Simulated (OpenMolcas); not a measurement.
# Levels of O by method

```yaml
Program: OpenMolcas 26.06
Basis: ANO-RCC-VQZP [5s4p3d2f1g]
Scalar_Hamiltonian: DKH2, point nucleus
Active_space: 6 electrons in 4 orbitals (2s 2p)
State_averaging: 2S+1 = 3 even, 3 roots; 2S+1 = 1 even, 6 roots
Spin-orbit_coupling: state interaction with AMFI integrals over the reference wave functions, term energies averaged over their components
```

Methods on the same reference wave functions:
A. CASSCF
B. SS-CASPT2, IPEA 0.25 Eh, imaginary shift 0.1 Eh (closed shells correlated: 1s)

Energies in cm-1 above 2s2 2p4 3P2, the measured ground level; measured values from NIST Handbook of Basic Atomic Spectroscopic Data.

| Level | A | B | Measured |
| --- | --- | --- | --- |
| 2s2 2p4 3P2 | 0.0 | 0.0 | 0.0 |
| 2s2 2p4 3P1 | 150 | 150 | 158 |
| 2s2 2p4 3P0 | 224 | 224 | 227 |
| 2s2 2p4 1D2 | 17666 | 15510 | 15868 |
| 2s2 2p4 1S0 | 31941 | 32820 | 33793 |

Deviations, from unrounded energies. A percentage is the sum of absolute deviations over the sum of measured energies, with the sign that they share, or ± where signs differ.

| Against measurement | Levels | A | B |
| --- | --- | --- | --- |
| mean absolute deviation (cm-1) | 4 | 920 | 330 |
| fine structure of the ground term (%) | 2 | -2.8 | -2.8 |
| other terms of the ground configuration (%) | 2 | ±7.4 | -2.7 |

B lies closest to measurement on these levels. The largest miss of B in the table is 2s2 2p4 1S0, by -970 cm-1. The ranking rests on the paired levels alone, and a cruder setting can come out closer through cancelling errors.

From A to B the spin-free energies of the other terms of 2s2 2p4 shown, above 3P, scale by factors of 0.88 to 1.03.

The lowest spin-free term lies below A's lowest term by 0.181 hartree in B.

Term energies are means over components that CASPT2 splits; among the terms shown or strongly mixed into the levels shown the widest spread is 120 cm-1 (2s2 2p4 1D, B). Without dynamic correlation excited terms often stand tens of per cent too high (terms of higher spin than the ground term too low), and those without a measured partner can miss by more than the paired ones (holds for A). Computed and measured levels are paired by configuration, term and J; levels that our copy of the source lacks, or whose pairing is in doubt (as where it misses far off the trend of its configuration), stay unpaired and out of the deviations. Only configurations of the active space appear.
